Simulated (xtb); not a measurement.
Cl$_{2}$Sb (SMILES [Cl][Sb+][Cl]), charge +1, singlet, geometry from GFN2-xTB; GFN2-xTB in xtb 6.7.1.

The xtb input:
```
$ xtb mol.xyz --gfn 2 --chrg 1 --etemp 5000 --json

# file mol.xyz
3

Sb     0.37750143    -0.02033636     0.45805429
Cl     0.77066814     0.35397311    -1.77453146
Cl    -1.90317243    -0.29296404     0.40036859
```

It wrote (shortened):

```
   ID    Z sym.   atoms
    1   51 Sb     1
    2   17 Cl     2, 3

           -------------------------------------------------
          |                Calculation Setup                |
           -------------------------------------------------

           -------------------------------------------------
          |                 G F N 2 - x T B                 |
           -------------------------------------------------

          ...................................................
          :                      SETUP                      :
          :.................................................:
          :  # basis functions                  30          :
          :  # atomic orbitals                  27          :
          :  # shells                            9          :
          :  # electrons                        18          :
          :  max. iterations                   250          :
          :  Hamiltonian                  GFN2-xTB          :
          :  restarted?                      false          :
          :  GBSA solvation                  false          :
          :  PC potential                    false          :
          :  electronic temp.         5000.0000000     K    :
          :  accuracy                    1.0000000          :
          :  -> integral cutoff          0.2500000E+02      :
          :  -> integral neglect         0.1000000E-07      :
          :  -> SCF convergence          0.1000000E-05 Eh   :
          :  -> wf. convergence          0.1000000E-03 e    :
          :  Broyden damping             0.4000000          :
          :  net charge                          1          :
          :  unpaired electrons                  0          :
          ...................................................

 iter      E             dE          RMSdq      gap      omega  full diag
   1    -10.3940808 -0.103941E+02  0.251E+01    0.79       0.0  T
   2    -10.4327704 -0.386895E-01  0.164E+01    5.18       1.0  T
   3    -10.9545441 -0.521774E+00  0.164E+01    2.32       1.0  T
   4    -10.5403778  0.414166E+00  0.256E+01    4.50       1.0  T
   5    -10.9436999 -0.403322E+00  0.217E+00    2.03       1.0  T
   6    -10.9509436 -0.724372E-02  0.142E+00    2.14       1.0  T
   7    -10.9391024  0.118412E-01  0.323E+00    1.99       1.0  T
   8    -10.9554448 -0.163424E-01  0.489E-01    2.32       1.0  T
   9    -10.9555000 -0.552186E-04  0.962E-02    2.34       1.0  T
  10    -10.9553993  0.100755E-03  0.342E-01    2.37       1.0  T
  11    -10.9554808 -0.815114E-04  0.156E-01    2.35       1.0  T
  12    -10.9555036 -0.228645E-04  0.268E-02    2.34       2.2  T
  13    -10.9555042 -0.606290E-06  0.351E-03    2.34      16.4  T
  14    -10.9555042  0.116076E-07  0.451E-03    2.34      12.8  T
  15    -10.9555042 -0.152925E-07  0.285E-03    2.34      20.3  T
  16    -10.9555042 -0.851461E-08  0.569E-04    2.34     101.4  T
  17    -10.9555042 -0.287923E-09  0.131E-04    2.34     441.6  T

   *** convergence criteria satisfied after 17 iterations ***

         :::::::::::::::::::::::::::::::::::::::::::::::::::::
         ::                     SUMMARY                     ::
         :::::::::::::::::::::::::::::::::::::::::::::::::::::
         :: total energy             -10.951868755574 Eh    ::
         :: gradient norm              0.013402634975 Eh/a0 ::
         :: HOMO-LUMO gap              2.339821442695 eV    ::
         ::.................................................::
         :: SCC energy               -10.955504190881 Eh    ::
         :: -> isotropic ES            0.143946909678 Eh    ::
         :: -> anisotropic ES         -0.004783987269 Eh    ::
         :: -> anisotropic XC         -0.005619002347 Eh    ::
         :: -> dispersion             -0.002413420292 Eh    ::
         :: repulsion energy           0.003635435308 Eh    ::
         :: add. restraining           0.000000000000 Eh    ::
         :: total charge               1.000000001441 e     ::
         :::::::::::::::::::::::::::::::::::::::::::::::::::::

           -------------------------------------------------
          |                Property Printout                |
           -------------------------------------------------

    * Orbital Energies and Occupations

         #    Occupation            Energy/Eh            Energy/eV
      -------------------------------------------------------------
         1        2.0000           -1.2785015             -34.7898
         2        2.0000           -1.2666241             -34.4666
         3        2.0000           -1.1162572             -30.3749
         4        1.9976           -0.7172366             -19.5170
         5        1.9920           -0.6979435             -18.9920
         6        1.9808           -0.6840382             -18.6136
         7        1.9540           -0.6699965             -18.2315
         8        1.9307           -0.6633022             -18.0494
         9        1.9297           -0.6630748             -18.0432 (HOMO)
        10        0.2147           -0.5770879             -15.7034 (LUMO)
        11        0.0004           -0.4768744             -12.9764
        12        0.0001           -0.4536962             -12.3457
        13                         -0.2283405              -6.2135
        14                         -0.2173550              -5.9145
        15                         -0.2173016              -5.9131
        16                         -0.2158695              -5.8741
        17                         -0.2157297              -5.8703
        18                         -0.2143955              -5.8340
        19                         -0.2143058              -5.8316
        20                         -0.2140613              -5.8249
       ...                                ...                  ...
        27                          0.5266530              14.3310
      -------------------------------------------------------------
                  HL-Gap            0.0859869 Eh            2.3398 eV
             Fermi-level           -0.6106270 Eh          -16.6160 eV

     #   Z          covCN         q      C6AA      α(0)
     1  51 Sb       1.642     0.611   378.757    38.156
     2  17 Cl       0.821     0.194    93.474    14.790
     3  17 Cl       0.821     0.194    93.474    14.790

 Mol. C6AA /au·bohr⁶  :       1487.916424
 Mol. C8AA /au·bohr⁸  :     105445.360991
 Mol. α(0) /au        :         67.736428

Wiberg/Mayer (AO) data.
largest (>0.10) Wiberg bond orders for each atom

 ---------------------------------------------------------------------------
     #   Z sym  total        # sym  WBO       # sym  WBO       # sym  WBO
 ---------------------------------------------------------------------------
     1  51 Sb   3.029 --     2 Cl   1.515     3 Cl   1.515
     2  17 Cl   1.581 --     1 Sb   1.515
     3  17 Cl   1.581 --     1 Sb   1.515
 ---------------------------------------------------------------------------

Topologies differ in total number of bonds
Writing topology from bond orders to xtbtopo.mol

molecular dipole:
                 x           y           z       tot (Debye)
 q only:        0.020      -0.001       0.025
   full:        0.194      -0.010       0.235       0.775
molecular quadrupole (traceless):
                xx          xy          yy          xz          yz          zz
 q only:        1.786       0.839      -2.848      -1.650      -0.806       1.062
  q+dip:        2.708       1.192      -4.639      -1.692      -1.215       1.931
   full:        0.996       0.529      -1.349      -1.531      -0.456       0.352

           -------------------------------------------------
          | TOTAL ENERGY              -10.951868755574 Eh   |
          | GRADIENT NORM               0.013402634975 Eh/α |
          | HOMO-LUMO GAP               2.339821442695 eV   |
           -------------------------------------------------

normal termination of xtb
```
